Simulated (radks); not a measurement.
Results of a calculation; reference values are marked as such.
Q: Al II, configuration [Ne] 3s2. Code: a radial shooting solver on a logarithmic mesh with Libxc functionals. Model: Dirac Kohn-Sham, PBE, spin-unpolarised, spherical densities, point nucleus; speed of light set to 205.554 atomic units (1.5 times the physical value, a model run). Some entries of the table are withheld. Estimate them.

| orbital | occ. | eigenvalue (eV) | <1/r> (bohr^-1) | <r^2> (bohr^2) |
|---|---|---|---|---|
| 1s1/2 | 2 | -1517.663 | 12.60 | 0.01951 |
| 2s1/2 | 2 | (1) | 2.335 | 0.4711 |
| 2p1/2 | 2 | (2) | 2.212 | 0.4616 |
| 2p3/2 | 4 | (3) | 2.208 | 0.4630 |
| 3s1/2 | 2 | -14.7960 | 0.5648 | (4) |

A: 
(1) 2s1/2 eigenvalue (eV): -116.2500
(2) 2p1/2 eigenvalue (eV): -78.1420
(3) 2p3/2 eigenvalue (eV): -77.9460
(4) 3s1/2 <r^2> (bohr^2): 6.530
